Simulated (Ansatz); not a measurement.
`[Cl][GeH]([Cl])[Cl]` + `FBOC(F)(F)F` → `F[C](F)(F)[Ge]([Cl])([Cl])[Cl]` + `OBF` at 700 K and 1 bar (redistribution).

Gas-phase electronic energies from Ansatz, PBE0-D4/def2-TZVP geometries. CBS: MP2 limit from def2 TZ/QZ plus the TZ coupled-cluster correction, frozen cores. This one scheme is used for every species. For Ge outer-core shells are correlated without core-valence functions, which leaves a few kJ/mol of doubt a bond. Scalar relativity is left out up to krypton. One conformer a species, not always the lowest.

```
                         species  CCSD(T)/CBS energy (Eh)  H − E (kJ/mol)  S (J/(mol·K))
           `[Cl][GeH]([Cl])[Cl]`              -3456.16971            86.7          406.4
                   `FBOC(F)(F)F`               -537.90160           163.1          444.4
`F[C](F)(F)[Ge]([Cl])([Cl])[Cl]`              -3792.99499           140.0          556.6
                           `OBF`               -201.07426           116.8          306.1
```

H − E and S are ideal-gas, rigid-rotor, harmonic terms from PBE0-D4/def2-TZVP, for one conformer and one mirror image of each species. 1 Eh = 2625.50 kJ/mol, R = 8.31446 J/(mol·K).

Task: By hand: ΔE, ΔH, ΔS and ΔG.

Result: ΔE = (-3792.99499) + (-201.07426) − (-3456.16971) − (-537.90160) = 0.00206 Eh = 5.4 kJ/mol. Δ(H − E) = 140.0 + 116.8 − 86.7 − 163.1 = 7.0, so ΔH = 12.4 kJ/mol. ΔS = 556.6 + 306.1 − 406.4 − 444.4 = 11.9 J/(mol·K). ΔG = 12.4 − 700 × (11.9)/1000 = 4.1 kJ/mol.

Task: By hand: the equilibrium constant, and the temperature at which ΔG would vanish if ΔH and ΔS stayed fixed.

Result: log₁₀ K = −ΔG/(RT ln 10) = -0.3. ΔG = 0 at ΔH/ΔS = 1042 K, though so small a ΔS makes that figure unsure.

TΔS isn't small against ΔH here. The sign of ΔG lies within the doubt. A doubt of 5 kJ/mol in ΔE shifts log₁₀ K by 0.4 here. Other conformers and mirror images would add mixing entropy, several J/(mol·K) or more a flexible species. Modes under 60 cm⁻¹, often nearly free rotors, make the harmonic entropy too high. These are equilibria of isolated gas molecules and say nothing of rates. Largest T1 diagnostic: 0.013 (customary marks: 0.02 for closed shells, 0.045 for open ones).
